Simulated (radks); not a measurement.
Pb IV, configuration [Xe] 4f14 5d9.75 6s1.25 (fractional occupations, a model configuration).

Method: Dirac Kohn-Sham, PBE, spin-unpolarised, spherical densities, point nucleus; open shells fill j = l - 1/2 first; computed with a radial shooting solver on a logarithmic mesh with Libxc functionals.

Energy parts (hartree):
total: -20926.5254
kinetic: 24369.1404
electron-nucleus: -52891.6343
Hartree: 7985.3422
exchange-correlation: -389.3736

Orbitals (lengths in bohr, moments of r in powers of bohr):
| orbital | occ. | eigenvalue (hartree) | <r> | <1/r> | <r^4> | <r^2> | small-component weight |
|---|---|---|---|---|---|---|---|
| 1s1/2 | 2 | -3234.370 | 0.01604 | 101.5 | 3.532e-07 | 0.0003571 | 9.80e-02 |
| 2s1/2 | 2 | -578.8862 | 0.06689 | 25.08 | 0.00005064 | 0.005362 | 2.26e-02 |
| 2p1/2 | 2 | -555.8824 | 0.05487 | 25.01 | 0.00002987 | 0.003774 | 2.27e-02 |
| 2p3/2 | 4 | -475.4023 | 0.06380 | 19.96 | 0.00004820 | 0.004957 | 1.99e-02 |
| 3s1/2 | 2 | -139.7791 | 0.1739 | 9.194 | 0.001829 | 0.03475 | 7.60e-03 |
| 3p1/2 | 2 | -129.4166 | 0.1644 | 9.100 | 0.001585 | 0.03158 | 7.54e-03 |
| 3p3/2 | 4 | -111.4595 | 0.1807 | 7.780 | 0.002253 | 0.03792 | 6.75e-03 |
| 3d3/2 | 4 | -94.46360 | 0.1570 | 7.680 | 0.001477 | 0.02892 | 6.63e-03 |
| 3d5/2 | 6 | -90.64340 | 0.1619 | 7.387 | 0.001640 | 0.03064 | 6.42e-03 |
| 4s1/2 | 2 | -32.49519 | 0.3840 | 3.904 | 0.04006 | 0.1666 | 2.62e-03 |
| 4p1/2 | 2 | -28.01276 | 0.3853 | 3.792 | 0.04228 | 0.1691 | 2.52e-03 |
| 4p3/2 | 4 | -23.61711 | 0.4198 | 3.336 | 0.05918 | 0.2003 | 2.21e-03 |
| 4d3/2 | 4 | -16.32648 | 0.4245 | 3.139 | 0.06833 | 0.2082 | 2.01e-03 |
| 4d5/2 | 6 | -15.50626 | 0.4356 | 3.036 | 0.07550 | 0.2190 | 1.93e-03 |
| 5s1/2 | 2 | -6.37519 | 0.8537 | 1.621 | 0.9587 | 0.8167 | 7.03e-04 |
| 4f5/2 | 6 | -6.06962 | 0.4507 | 2.696 | 0.1158 | 0.2433 | 1.57e-03 |
| 4f7/2 | 8 | -5.88468 | 0.4570 | 2.657 | 0.1224 | 0.2501 | 1.54e-03 |
| 5p1/2 | 2 | -4.84599 | 0.9117 | 1.498 | 1.297 | 0.9369 | 6.16e-04 |
| 5p3/2 | 4 | -4.02220 | 1.002 | 1.331 | 1.903 | 1.132 | 5.20e-04 |
| 5d3/2 | 4 | -1.90491 | 1.247 | 1.051 | 5.301 | 1.794 | 3.37e-04 |
| 5d5/2 | 5.75 | -1.80604 | 1.289 | 1.014 | 6.061 | 1.915 | 3.16e-04 |
| 6s1/2 | 1.25 | -1.39161 | 2.086 | 0.6175 | 34.29 | 4.863 | 1.29e-04 |
| 6p1/2 | 0 | -1.04493 | 2.410 | 0.5285 | 62.22 | 6.508 | 9.57e-05 |
| 6p3/2 | 0 | -0.94183 | 2.633 | 0.4792 | 87.19 | 7.746 | 8.15e-05 |

The highest occupied level is 6s1/2 at -37.868 eV. The density falls to 0.001 e/bohr^3 at r = 3.42 bohr.
